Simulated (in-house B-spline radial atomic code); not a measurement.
# Removing the outer electron along the 29-electron series: Cu to Se⁵⁺

All numbers come from a B-spline radial code for spherical atoms, all electrons, at the radial basis limit: mean fields, RPA and GW scalar-relativistic (one-electron X2C; non-relativistic for the lightest neutral atoms and singly charged ions), without spin-orbit coupling, Breit or QED terms, open shells spin-polarised at highest spin; Brueckner, CI + MBPT and self-energy runs four-component with Breit and QED terms. References are NIST's ionisation energies.

Columns: (a) LDA VWN5, difference of total energies; (b) PBE, difference of total energies; (c) exact exchange + RPA on PBE; (d) minus the highest B3LYP (VWN-RPA) level; (e) B3LYP (VWN-RPA), difference of total energies; (f) MP2, difference of total energies. Each gives computed minus reference, in eV; a star marks a semi-empirical reference. Species are left out where the tabulated value is theory, is uncertain by more than 0.12 eV, or (13 ions, such as In⁴⁺, Te⁴⁺ and Bi⁴⁺) lies off its series for all methods alike, which flatters the means a little.

```tsv
species	configuration	reference (eV)	(a)	(b)	(c)	(d)	(e)	(f)
Cu	[Ar] 3d10 4s1	7.73	+0.90	+0.65	+0.55	-2.22	+0.53	+0.07
Zn⁺	[Ar] 3d10 4s1	17.96	+1.06	+0.76	+0.61	-2.70	+0.74	+0.10
Ga²⁺	[Ar] 3d10 4s1	30.73	+1.20	+0.88	+0.64	-3.10	+0.92	+0.11
Ge³⁺	[Ar] 3d10 4s1	45.72	+1.32	+0.99	+0.67	-3.45	+1.07	+0.11
As⁴⁺	[Ar] 3d10 4s1	62.77 ± 0.06	?	?	?	?	?	?
Se⁵⁺	[Ar] 3d10 4s1	81.83 ± 0.03	+1.57	+1.27	+0.75	-4.08	+1.38	+0.15
```

(1) What are the differences for As⁴⁺?

(2) How do the methods rank over these species?

## Answers

(1) (a) +1.45; (b) +1.13; (c) +0.71; (d) -3.77; (e) +1.23; (f) +0.13 eV.

(2) Mean absolute differences: MP2, difference of total energies 0.11 eV; exact exchange + RPA on PBE 0.65 eV; PBE, difference of total energies 0.95 eV; B3LYP (VWN-RPA), difference of total energies 0.98 eV; LDA VWN5, difference of total energies 1.25 eV; minus the highest B3LYP (VWN-RPA) level 3.22 eV. One-signed throughout: LDA VWN5, difference of total energies (too high), PBE, difference of total energies (too high), exact exchange + RPA on PBE (too high), minus the highest B3LYP (VWN-RPA) level (too low), B3LYP (VWN-RPA), difference of total energies (too high), MP2, difference of total energies (too high).
